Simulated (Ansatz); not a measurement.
A run for Ansatz (an electronic-structure program): R-CCSD(T)/aug-cc-pV(D+d)Z on C2H8S (a complex), monomers drawn apart or pushed together. Files ending in .json are basis or fitting sets from the Basis Set Exchange.

Ansatz 0.2 input:
```yaml
crystal:
  periodic: [false, false, false]
  atoms:
    - {symbol: S, position_ang: [0.14783482, 0.12317471, -0.19878010]}
    - {symbol: H, position_ang: [0.90338942, 0.48977931, 0.84802223]}
    - {symbol: H, position_ang: [-0.29284410, -0.97515933, 0.43460213]}
    - {symbol: C, position_ang: [-0.94519741, -0.30451885, 6.12256108]}
    - {symbol: C, position_ang: [0.58044472, -0.26956051, 6.13004835]}
    - {symbol: H, position_ang: [-1.34437024, -0.02579754, 5.14568783]}
    - {symbol: H, position_ang: [-1.35950549, 0.38909800, 6.85662660]}
    - {symbol: H, position_ang: [-1.31987801, -1.30134338, 6.36373533]}
    - {symbol: H, position_ang: [1.00061033, -0.97583102, 5.41057525]}
    - {symbol: H, position_ang: [0.98036585, -0.52997441, 7.11184775]}
    - {symbol: H, position_ang: [0.95568035, 0.72487611, 5.87798616]}
basis:
  gaussian:
    orbitals: aug-cc-pV_D+d_Z.json
magnetization: {spin_polarized: false}
correlation: {method: ccsd_t, electrons: outside_noble_gas}
scf: {lower_state_search: off}
```

The head of its log:

```
WARN ansatz: RAYON_NUM_THREADS=1 ignored (pool sized by the plan → 1); use --threads N
Functional definition: HF
these checks for a lower state are left out or cut short: stability, starts, cluster_reference, orbital_swaps, neighbouring_geometries, increment
integrals: 0.41 GiB planned
1458 factors; integrals over basis functions are off by at most 9.9e-4 eV
mean field: 0.44 GiB planned
mean field evaluation 1: about -13002.3589 eV, gradient 3.2e1 eV
mean field evaluation 2: about -13002.4357 eV, gradient 3.2e1 eV
mean field evaluation 4: about -13005.3557 eV, gradient 2.8e0 eV
mean field evaluation 8: about -13005.3960 eV, gradient 1.5e-1 eV
mean field -13005.39619063 eV, -477.9394946316 hartree, gradient 2.2e-6 eV, S^2 0.000000; 0 other end points of the search recorded, 0 dependent functions left out
7 core orbitals not correlated
reference -13005.39619063 eV, -477.9394946316 hartree; 11, 11 occupied and 132, 132 virtual orbitals, 1458 factors
```

Q: What total energy does the run end on?

A: -478.4853 hartree (reference determinant -477.9395, T1 diagnostic 0.008).
